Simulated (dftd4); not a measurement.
CS, charge +1, doublet, at a GFN2-xTB geometry (a state made from the parent by changing its charge; the spin is typed, not shown lowest); dftd4 4.2.0 with D4 for revpbe.

Input for dftd4:
```
$ dftd4 mol.xyz --func revpbe --charge 1 --json dftd4.json --noedisp --grad

# file mol.xyz
2

C     -0.00000000    -0.00000000    -1.07903369
S      0.00000000     0.00000000     0.40463763
```

Q: What does dftd4 print? Leave out banner, timings and long lists.

A: 
```
                    ____  _____ _____     ____  _  _
      -------------|  _ \|  ___|_   _|---|  _ \| || |------------
     |             | | | | |_    | | ___ | | | | || |_           |
     |             | |_| |  _|   | ||___|| |_| |__   _|          |
     |             |____/|_|     |_|     |____/   |_|            |
     |             ===================================           |
     |            E. Caldeweyher, S. Ehlert & S. Grimme          |
     |          Mulliken Center for Theoretical Chemistry        |
     |                    University of Bonn                     |
      -----------------------------------------------------------

Rational (Becke-Johnson) damping: revpbe-D4-ATM
---------------------
  s6         1.0000
  s8         1.7468
  s9         1.0000
  a1         0.5363
  a2         3.0726
 alp        16.0000
--------------------

Dispersion energy:      -2.2254633885127E-03 Eh

Gradient norm:           4.1358001417867E-05 Eh/a0
--------------------------------------------------
     #    Z           dE/dx      dE/dy      dE/dz
--------------------------------------------------
     1    6 C     0.000E+00  0.000E+00 -2.924E-05
     2   16 S     0.000E+00  0.000E+00  2.924E-05
--------------------------------------------------

Virial:
--------------------------------------------------
      component           x          y          z
--------------------------------------------------
          x       0.000E+00  0.000E+00  0.000E+00
          y       0.000E+00  0.000E+00  0.000E+00
          z       0.000E+00  0.000E+00  8.199E-05
--------------------------------------------------

[Info] Dispersion results written to 'dftd4.txt'
[Info] JSON dump of results written to 'dftd4.json'
```
